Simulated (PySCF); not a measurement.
C₄H₉FSi, SMILES C1[SiH2]CC1(C)F. Geometry optimised at PBE-D3(BJ)/def2-SVP. The structure was generated by enumeration, and PubChem lists no compound with its InChIKey, so it may never have been made.

Calculation: PBE-D3(BJ)/def2-SVP in PySCF 2.14.0.

Harmonic wavenumbers (cm⁻¹): 129, 252, 301, 323, 403, 416, 442, 484, 509, 641, 688, 723, 764, 766, 845, 897, 912, 926, 946, 984, 1042, 1044, 1164, 1171, 1248, 1343, 1348, 1375, 1402, 1418, 2161, 2173, 2976, 3007, 3011, 3072, 3079, 3085, 3086. Rotational constants (GHz): 4.743, 2.110, 2.041; symmetry number 1.

Work out the zero-point energy and the ideal-gas rigid-rotor harmonic-oscillator thermochemistry at 298.15 K and 1 atm.

ZPE = ½ Σ hcν = ½ × 50554 cm⁻¹ = 72.27 kcal/mol. H − E(el) = 77.34 kcal/mol. Entropy in cal/(mol K): translation 39.84, rotation 27.16, vibration 14.04, total 81.04. G − E(el) = 53.18 kcal/mol. Cp = 30.49 cal/(mol K). Modes under 150 cm⁻¹ make the vibrational entropy uncertain.
